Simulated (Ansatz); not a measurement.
C₂H₈InN, SMILES `C[N](C)[InH2]`. The species carries charge 0 and has multiplicity 1. In takes the def2 core potential. Geometry: relaxed with PBE0-D4/def2-TZVP.

```xyz
12

C    -0.771   -0.444    1.111
N     0.027   -0.001    0.000
C    -0.776    0.459   -1.102
In    2.046   -0.020   -0.013
H    -0.140   -0.789    1.934
H    -1.414    0.362    1.499
H    -1.437   -1.274    0.831
H    -1.419    1.305   -0.813
H    -0.149    0.789   -1.934
H    -1.443   -0.332   -1.479
H     2.743   -0.617    1.432
H     2.734    0.564   -1.467
```

(1) What is the dipole moment at PBE/def2-TZVPP? (Estimate.)

(2) And with r2SCAN, B3LYP, ωB97M-V? (An estimate is asked.)

(3) Give the Mulliken charges with PBE, ωB97M-V, r2SCAN in def2-TZVPP. (Estimate.)

Answers

(1) Ansatz gave: 0.42 D, with components (-0.42, 0.00, 0.00) D in this frame, pointing from negative to positive charge.

(2) Ansatz gave: r2SCAN 0.29 D, B3LYP 0.20 D, ωB97M-V 0.03 D.

(3) Computed: 
```csv
atom,PBE,ωB97M-V,r2SCAN
C1,-0.16,-0.21,-0.02
N2,-0.27,-0.38,-0.37
C3,-0.16,-0.21,-0.02
In4,0.38,0.40,0.44
H5,0.08,0.09,0.04
H6,0.08,0.10,0.04
H7,0.08,0.10,0.04
H8,0.08,0.10,0.04
H9,0.08,0.09,0.04
H10,0.08,0.10,0.04
H11,-0.13,-0.09,-0.13
H12,-0.13,-0.09,-0.13
```

B3LYP here is the variant with VWN-RPA as its local correlation; programs differ in this.
